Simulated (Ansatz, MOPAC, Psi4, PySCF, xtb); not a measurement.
Noncovalent pair: AsH3 (SMILES [AsH3]) (first 4 atoms) with H4OSi (SMILES O[SiH3]); geometry from B3LYP-D3(BJ)/def2-TZVP, rigid monomers moved along the line of their centres of mass till As1···H7 is 2.99 Å.
(charge 0, multiplicity 1):
| atom | x (Å) | y (Å) | z (Å) |
|---|---|---|---|
| As | -0.3709 | -0.1267 | -0.2445 |
| H | -1.8275 | -0.1872 | -0.6745 |
| H | 0.1498 | -0.5095 | -1.6204 |
| H | -0.2570 | 1.3649 | -0.5151 |
| O | 0.8469 | -1.3681 | 3.2918 |
| Si | 0.7240 | -0.1095 | 4.3485 |
| H | 0.5879 | -1.2001 | 2.3763 |
| H | 1.6089 | 1.0220 | 3.9699 |
| H | 1.1290 | -0.6330 | 5.6688 |
| H | -0.6643 | 0.4144 | 4.4248 |

Counterpoise-corrected where a basis set is named; no monomer relaxation. Rows marked so take none.

Frozen-core correlation. Filled d and f shells under p-block atoms count as core. Rows in 3-21G, 6-31G*, STO-3G carry no dispersion term and start afresh at each structure (6-31G* with six Cartesian d functions); the Pople sets are all-electron and without relativity. The state reached by AM1, PM6 isn't checked.

Run with Ansatz (Gaussian basis) for Hartree–Fock, density functionals and correlated methods; MOPAC for AM1, PM6 (differences of heats of formation); Psi4 for SAPT; PySCF for 3-21G rows, 6-31G* rows, STO-3G rows, the dispersion terms; xtb for the GFN methods. Each number belongs to the level named beside it.

```tsv
level	interaction energy (kcal/mol)
AM1	-0.26
PM6	-0.20
GFN2-xTB	-2.43
HF/STO-3G (no counterpoise)	-1.84
PBE-D4/def2-TZVPPD	-3.20
B3LYP/3-21G (no counterpoise)	-3.47
B3LYP/6-31G*	-1.96
B3LYP-D3(BJ)/def2-TZVPPD	[?]
SAPT0/aug-cc-pVDZ	[?]
```

### Question
Fill in the missing entries.

### Answer

- B3LYP-D3(BJ)/def2-TZVPPD, interaction energy (kcal/mol): -3.02
- SAPT0/aug-cc-pVDZ, interaction energy (kcal/mol): -2.70

Ansatz is a first-principles code.
